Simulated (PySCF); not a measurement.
**Ni¹⁰⁺: ionisation energy**

Ni¹⁰⁺ [Ar] (1S) → Ni¹¹⁺ [Ne] 3s2 3p5 (2P), as a difference of total energies. Computed with PySCF 2.14 in an uncontracted even-tempered set (17 s from 0.59 bohr⁻², ratio 2.5; 12 p from 0.76 bohr⁻², ratio 2.5; 5 d from 5.6 bohr⁻², ratio 2.7; 4 f from 8.4 bohr⁻², ratio 2.7), with the non-relativistic Hamiltonian (point nucleus). Correlated levels: outer shells: 1s2 frozen; virtual orbitals above 40 to 60 times the deepest correlated orbital energy dropped. The calculations carry no spin-orbit coupling.

| method | ionisation energy (eV) |
| --- | --- |
| UHF | 318.34 |
| LDA | 319.83 |
| PBE | 319.57 |
| PBE0 | 319.71 |
| r2SCAN | 319.96 |
| r2SCANh | 319.95 |
| M06-2X | 319.84 |
| MP2 (outer shells) | 319.23 |
| SCS-MP2 (outer shells) | 319.10 |

Q: How much does correlation contribute at MP2 (outer shells)?

A: 319.23 − (318.34) = 0.89 eV, measured against UHF.

A first-order spin-orbit estimate (lowest level to lowest level, LS coupling) adds -0.893 eV.

These non-relativistic numbers lack the scalar-relativistic shift.

For comparison: 319.5 ± 0.7 eV (semi-empirical (NIST evaluation); NIST Atomic Spectra Database, ionization energies).
